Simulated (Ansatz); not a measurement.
The Al1–F4 bond of AlFH2 (SMILES [F][AlH2]) is stretched (multiplicity 1, the rest rigid).
Geometry at rest (charge 0, multiplicity 1):
| atom | x (Å) | y (Å) | z (Å) |
|---|---|---|---|
| Al | -0.2467 | -0.4788 | 0.1584 |
| H | 0.4707 | -1.3122 | 1.2788 |
| H | -1.5894 | -0.8593 | -0.5605 |
| F | 0.4806 | 0.9329 | -0.3086 |

Correlated levels freeze the cores.

Programs: Ansatz (Gaussian orbitals). Each number belongs to the level named beside it.

Energies above the point at 1.655 Å (the B3LYP-D3(BJ) bond length), FIC-MRCISD+Q on CASSCF(6,4)/cc-pV(D+d)Z (kcal/mol): 14.69 at 1.490 Å; 5.42 at 1.821 Å; 146.08 at 5.297 Å.

Take the last value as the depth D of a Morse curve D(1 − e^(−a(R − R₀)))², fit a and R₀ to the two near points, and test it at 2.235 and 2.897 Å.


With D = 146.1, both near points (counted from the curve's value at 1.655 Å) are met by a = 1.49 Å⁻¹ and R₀ = 1.675 Å, so k = 2Da² = 649 kcal/(mol Å²). The curve then gives 46.6 and 102.5 kcal/mol; the level itself gives 46.2 and 108.4, so Morse is off by 0.3 and -6.0.

Doubts at one or more of the structures used: active orbitals that take no part (FIC-MRCISD+Q on CASSCF(6,4)/cc-pV(D+d)Z).

Ansatz is a quantum-chemistry and plane-wave program.
